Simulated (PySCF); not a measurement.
Species: Ge2H7N.
Geometry (PBE0-D3(BJ)/def2-SVP, Å), atoms numbered from 1 in this order:
```
atom  x, y, z in Å
N1     1.6560    0.6300    0.7432
Ge2    0.6190   -0.8505    0.3697
Ge3   -1.6893   -0.1351    0.4830
H4     2.6561    0.4424    0.7257
H5     1.4763    1.4157    0.1225
H6     0.8991   -1.4989   -1.0135
H7     0.9414   -1.8987    1.4519
H8    -2.6384   -1.2983    0.1383
H9    -1.9398    1.0028   -0.5266
H10   -2.0347    0.3821    1.8906
```

The closed-shell ground state was solved at several levels (PySCF, density fitting, gas phase). Relativistic effects, spin–orbit coupling among them, are left out although an element past zinc is present.

```json
{"level": "PBE/pcSseg-2", "basis functions": "260", "HOMO (eV)": "-5.98", "LUMO (eV)": "-0.90", "gap (eV)": "5.08", "dipole (D)": "1.14"}
{"level": "B3LYP/pcJ-1 (pcSseg-1 on Ge)", "basis functions": "179", "HOMO (eV)": "-7.01", "LUMO (eV)": "0.00", "gap (eV)": "7.01", "dipole (D)": "1.28"}
{"level": "B3LYP/def2-SVPD", "basis functions": "152", "HOMO (eV)": "-7.14", "LUMO (eV)": "-0.34", "gap (eV)": "6.80", "dipole (D)": "1.13"}
```

**Question.** Estimate the row for PBE0/pcSseg-1, a basis of 134 functions; the other rows only guide the guess.

**Answer.** HOMO -7.28 eV, LUMO 0.20 eV, gap 7.48 eV, dipole 1.24 D.

**Question.** Over all these levels, which gives the widest orbital gap and which the narrowest?

**Answer.** PBE0/pcSseg-1 (global hybrid, 25 % exact exchange) has the widest, 7.48 eV, and PBE/pcSseg-2 (GGA) the narrowest, 5.08 eV. Functional and basis both differ between the two, so the spread mixes both effects.

**Question.** How far do the dipole and the HOMO energy spread over the levels?

**Answer.** The dipole runs from 1.13 to 1.28 D (mean 1.20 D) and the HOMO from -7.28 to -5.98 eV.

One conformer stands for the species.
